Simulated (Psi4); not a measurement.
C2H4Cl (SMILES [CH2]CCl), doublet, at a GFN2-xTB geometry, atoms displaced at random by about 0.03 Å a coordinate; TPSS/def2-SVP, gradient (Psi4).

Psi4 was given this input:
```
memory 2 GB

molecule mol {
0 2
C     0.159349    0.860943    0.031353
C     1.590967    0.583518   -0.015744
Cl   -0.893887   -0.723296    0.015623
H    -0.079868    1.408127    0.893790
H    -0.146617    1.397560   -0.861478
H     2.032069    0.334936    0.915853
H     2.032644    0.316854   -0.990826
symmetry c1
no_reorient
no_com
}

set {
  basis def2-svp
  reference uks
}

gradient('tpss')
print_variables()
```

What the program printed (banner, timings and long lists left out):

```
gradient() will perform analytic gradient computation.

   => Loading Basis Set <=

    Name: DEF2-SVP
    Role: ORBITAL
    Keyword: BASIS

         ---------------------------------------------------------
                                   SCF
               by Justin Turney, Rob Parrish, Andy Simmonett
                          and Daniel G. A. Smith
                              UKS Reference
         ---------------------------------------------------------

  ==> Geometry <==

    Molecular point group: c1
    Full point group: C1

    Geometry (in Angstrom), charge = 0, multiplicity = 2:

       Center              X                  Y                   Z               Mass
    ------------   -----------------  -----------------  -----------------  -----------------
         C            0.159349000000     0.860943000000     0.031353000000    12.000000000000
         C            1.590967000000     0.583518000000    -0.015744000000    12.000000000000
         CL          -0.893887000000    -0.723296000000     0.015623000000    34.968852682000
         H           -0.079868000000     1.408127000000     0.893790000000     1.007825032230
         H           -0.146617000000     1.397560000000    -0.861478000000     1.007825032230
         H            2.032069000000     0.334936000000     0.915853000000     1.007825032230
         H            2.032644000000     0.316854000000    -0.990826000000     1.007825032230

  Running in c1 symmetry.

  Rotational constants: A =      1.12801  B =      0.17879  C =      0.16454 [cm^-1]
  Rotational constants: A =  33816.97597  B =   5360.04866  C =   4932.89784 [MHz]
  Nuclear repulsion =   92.759285146763929

  Charge       = 0
  Multiplicity = 2
  Electrons    = 33
  Nalpha       = 17
  Nbeta        = 16

  ==> Algorithm <==

  SCF Algorithm Type is DF.
  DIIS enabled.
  MOM disabled.
  Fractional occupation disabled.
  Guess Type is SAD.
  Energy threshold   = 1.00e-08
  Density threshold  = 1.00e-08
  Integral threshold = 1.00e-12

  ==> Primary Basis <==

  Basis Set: DEF2-SVP
    Blend: DEF2-SVP
    Number of shells: 32
    Number of basis functions: 66
    Number of Cartesian functions: 69
    Spherical Harmonics?: true
    Max angular momentum: 2

  ==> DFT Potential <==

   => LibXC <=

    Version 7.1.2
    S. Lehtola, C. Steigemann, M. J. T. Oliveira, and M. A. L. Marques,  SoftwareX 7, 1–5 (2018) (10.1016/j.softx.2017.11.002)

   => Composite Functional: TPSS <=

    TPSS Meta-GGA XC Functional

[...]
  @DF-UKS Final Energy:  -538.58573926411907
    Total Energy =                       -538.5857392641190700
[...]
    Fitting Condition:       1E-10

   => Auxiliary Basis Set <=

  Basis Set: (DEF2-SVP AUX)
    Blend: DEF2-UNIVERSAL-JKFIT
    Number of shells: 112
    Number of basis functions: 350
    Number of Cartesian functions: 413
    Spherical Harmonics?: true
    Max angular momentum: 4

  ==> DFT Potential <==

   => LibXC <=

    Version 7.1.2
    S. Lehtola, C. Steigemann, M. J. T. Oliveira, and M. A. L. Marques,  SoftwareX 7, 1–5 (2018) (10.1016/j.softx.2017.11.002)

   => Composite Functional: TPSS <=

    TPSS Meta-GGA XC Functional

    J. Tao, et al., Phys. Rev. Lett., 91, 146401, 2003

    Deriv               =              1
    GGA                 =           TRUE
    Meta                =           TRUE

    Exchange Hybrid     =          FALSE
    MP2 Hybrid          =          FALSE

   => Exchange Functionals <=

    1.0000   XC_MGGA_X_TPSS

   => Correlation Functionals <=

    1.0000   XC_MGGA_C_TPSS

   => LibXC Density Thresholds  <==

    XC_MGGA_C_TPSS:  1.00E-15
    XC_MGGA_X_TPSS:  1.00E-15

   => Molecular Quadrature <=

    Radial Scheme          =       TREUTLER
    Pruning Scheme         =           NONE
    Nuclear Scheme         =       TREUTLER

    Blocking Scheme        =         OCTREE
    BS radius alpha        =              1
    Pruning alpha          =              1
    Radial Points          =             75
    Spherical Points       =            302
    Total Points           =         150052
    Total Blocks           =           1198
    Max Points             =            256
    Max Functions          =             65
    Weights Tolerance      =       1.00E-15

  -Total Gradient:
     Atom            X                  Y                   Z
    ------   -----------------  -----------------  -----------------
       1       -0.010824022105     0.012602386207     0.031368262800
       2        0.015102681595     0.004986409949     0.023233818861
       3       -0.005189560092    -0.006881909697    -0.002400741784
       4        0.017254052925    -0.014403682002    -0.032790399354
       5        0.009132053025    -0.003244584249     0.007107412555
       6       -0.021134187614     0.007382611622    -0.018742276438
       7       -0.004280082753    -0.000424073993    -0.007781018397

  Variable Map:
  ----------------------------------------------------------------------------
[...]
  Array Variable Map:
  ----------------------------------------------------------------------------
[...]
[...]
```
